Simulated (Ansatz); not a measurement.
Gas-phase electronic energies from Ansatz, PBE0-D4/def2-TZVP geometries. CCSD(T)/CBS is the MP2 limit (def2-TZVPP, def2-QZVPP) plus CCSD(T) − MP2 in def2-TZVPP, frozen cores. Functionals use def2-TZVPP. For Ge outer-core shells are correlated without core-valence functions, which leaves a few kJ/mol of doubt a bond. Scalar relativity is left out up to krypton. Each species was taken in one conformer, which may not be the lowest.

Reaction (redistribution): `[NH2][AlH][SiH2][SiH2]Cl` + `C[S][GeH2][Cl]` → `Cl[SiH2][GeH2][Cl]` + `CS[SiH2][AlH][NH2]`

`[NH2][AlH][SiH2][SiH2]Cl`:

```xyz
12

N     0.857   -1.488    1.573
Al   -0.683   -0.633    1.635
Si   -1.304    0.588   -0.399
Si    0.611    1.091   -1.635
Cl    1.687   -0.665   -1.917
H     1.253   -2.032    2.323
H     1.453   -1.518    0.759
H    -1.536   -0.687    2.969
H    -1.999    1.882   -0.124
H    -2.198   -0.209   -1.290
H     1.506    2.028   -0.906
H     0.352    1.644   -2.989
```

`C[S][GeH2][Cl]`:

Z-matrix (Å, degrees):
```
C
S 1 1.815
H 1 1.089 2 110.8
H 1 1.090 2 111.3 3 123.0
H 1 1.090 2 106.4 3 -118.4
Ge 2 2.193 1 99.2 3 -61.2
Cl 6 2.164 2 109.8 1 62.6
H 6 1.531 2 108.5 1 -179.6
H 6 1.535 2 111.4 1 -53.1
```

`Cl[SiH2][GeH2][Cl]`:

Cartesian coordinates in Å:
```
Cl 2.078 0.880 1.311
Si 1.089 0.356 -0.410
Ge -1.155 -0.221 0.150
Cl -1.031 -1.964 1.423
H 1.116 1.514 -1.339
H 1.777 -0.804 -1.024
H -1.876 0.866 0.959
H -1.998 -0.628 -1.070
```

`CS[SiH2][AlH][NH2]`:

Cartesian coordinates in Å:
```
C 1.607 0.796 1.048
S 0.225 1.969 1.109
Si -1.419 0.616 0.806
Al -1.116 -0.374 -1.414
N 0.044 -1.705 -1.554
H 2.523 1.380 1.140
H 1.556 0.090 1.878
H 1.632 0.250 0.103
H -1.473 -0.364 1.934
H -2.622 1.489 0.911
H -1.761 0.166 -2.759
H 0.491 -2.169 -0.780
H 0.313 -2.144 -2.421
```

(1) Is it downhill or uphill in electronic energy at CCSD(T)/CBS, and by how much? (An estimate is asked.)

(2) What do these levels give: PBE0-D4, ωB97X-V, r2SCAN, PBE0, HF/CBS(def2), MP2/CBS(def2)? (An estimate is asked.)

Largest T1 diagnostic among the species: 0.013.

Results:

(1) Ansatz gave: Uphill: ΔE = +0.04 eV.

(2) Computed: PBE0-D4 0.07, ωB97X-V 0.06, r2SCAN 0.06, PBE0 0.05, HF/CBS(def2) 0.01, MP2/CBS(def2) 0.03 eV.

In def2-TZVPP, CCSD(T) changes the Hartree–Fock value by +0.05 eV (the triples alone add +0.01 eV) and MP2 by +0.03 eV.
